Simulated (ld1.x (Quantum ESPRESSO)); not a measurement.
# phosphorus (P): one change to an ultrasoft potential, before and after

```json
{
  "Element": "phosphorus (P)",
  "Generator": "ld1.x (Quantum ESPRESSO) 7.5",
  "Type": "ultrasoft",
  "Functional": "PBE",
  "Relativity": "scalar-relativistic",
  "Frozen core": "[Ne]",
  "Valence charge": "5",
  "Reference configuration": "3s1 3p4",
  "Partial waves": "3s (bound): rcut 1.65, rcutus 2.00 bohr; 3s channel at 1.25 Ry: rcut 1.65, rcutus 2.00 bohr; 3p (bound): rcut 1.45, rcutus 1.90 bohr; 3p channel at 0.65 Ry: rcut 1.45, rcutus 1.90 bohr",
  "Local potential": "all-electron potential smoothed inside 1.80 bohr (lloc = -1)",
  "Core correction": "Bessel-smoothed model core, default radius (core density twice the valence density)",
  "Augmentation charge": "built from norm-conserving waves at rcut, not smoothed further"
}
```

All-electron outer shells of the reference configuration (PBE, scalar-relativistic, ld1.x):

```json
{"shell": "2s", "level (eV)": "-175.53", "outermost node (bohr)": "0.14", "outermost maximum (bohr)": "0.42"}
{"shell": "2p", "level (eV)": "-126.02", "outermost node (bohr)": "–", "outermost maximum (bohr)": "0.36"}
{"shell": "3s", "level (eV)": "-14.68", "outermost node (bohr)": "0.65", "outermost maximum (bohr)": "1.58"}
{"shell": "3p", "level (eV)": "-6.07", "outermost node (bohr)": "0.64", "outermost maximum (bohr)": "1.81"}
```

Change: all radii but the core radius scaled by about 0.88 (s 1.76, p 1.68 bohr, rcut 1.46/1.28); local potential all-electron potential smoothed inside 1.58 bohr (lloc = -1).

Cutoffs: the cutoffs (Ry, on a coarse ladder) from which the occupation-weighted sum of valence levels, in a spherical-Bessel basis at the reference potential, stays within 10 and 1 mRy of its value at 400 Ry; they do not see the model core or the augmentation charge, which bear on the density cutoff. Errors are all-electron minus pseudo energies relative to the spin-unpolarised reference configuration.

Task: What does the change do?

Result: The potential gets neither clearly harder nor softer (15 Ry and 21 Ry → 12 Ry and 25 Ry); of the 7 tests that both files solve, the error grows in 2 and shrinks in 3 by more than 15 % and 0.3 meV (median size 0.9 → 1.2 meV); neither file shows a bound ghost.

| quantity | base | changed |
| --- | --- | --- |
| cutoff, loose | 15 Ry | 12 Ry |
| cutoff, tight | 21 Ry | 25 Ry |
| bound ghosts | none | none |
| error for 3s2 3p3, meV [ΔE -8.53 eV] | -0.4 | +0.8 |
| error for 3s2 3p2, meV [ΔE 1.20 eV] | -0.1 | +1.2 |
| error for 3s2 3p1, meV [ΔE 20.34 eV] | +7.6 | +6.8 |
| error for 3s2 3p0, meV [ΔE 50.08 eV] | +37 | +28 |
| error for 3s2 3p2.5, meV [ΔE -4.76 eV] | -0.7 | +0.7 |
| error for 3s0 3p5, meV [ΔE 8.67 eV] | -0.9 | +0.5 |
| error for 3s1 3p0, meV [ΔE 102.09 eV] | +98 | +69 |
| lowest overlap eigenvalue by channel | s 0.44, p 0.78 | s 0.41, p 0.66 |
